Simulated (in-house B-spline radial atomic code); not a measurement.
Ionisation energies along the 49-electron series, configuration [Kr] 4d10 4f3, as differences of self-consistent energies. NIST's values go from ground level to ground level; the uncertainty of those that are theory runs from under 0.1 % in few-electron ions to several per cent in heavy many-electron ones. Computed with an all-electron radial atomic-structure program (B-spline basis): non-relativistic Hartree-Fock, average of the configuration, point nuclei.

This level leaves out relativity, spin-orbit splitting included, which matters for heavy ions.

```tsv
ion	configuration after	ionisation energy (eV)	IE/(q+1)² (eV)	-ε less Coulomb ΔSCF (eV)	tabulated value (eV)	computed minus tabulated (eV)
Gd15+	[Kr] 4d10 4f2	316.2	1.2352	2.0136	319	-2.8
Tb16+	[Kr] 4d10 4f2	?	?	?	?	?
Dy17+	[Kr] 4d10 4f2	?	?	?	?	?
Ho18+	[Kr] 4d10 4f2	438.4	1.2143	2.1433	441	-2.6
Er19+	[Kr] 4d10 4f2	482.8	1.2069	2.1799	486	-3.2
Tm20+	[Kr] 4d10 4f2	529.0	1.1995	2.2138	530	-1.0
```

Question: Fill in the row of Tb16+.

Answer: ionisation energy (eV): 355.1; IE/(q+1)² (eV): 1.2287; -ε less Coulomb ΔSCF (eV): 2.0606; tabulated value (eV): 358; computed minus tabulated (eV): -2.9.

Question: Fill in the row of Dy17+.

Answer: ionisation energy (eV): 395.8; IE/(q+1)² (eV): 1.2216; -ε less Coulomb ΔSCF (eV): 2.1037; tabulated value (eV): 399; computed minus tabulated (eV): -3.2.
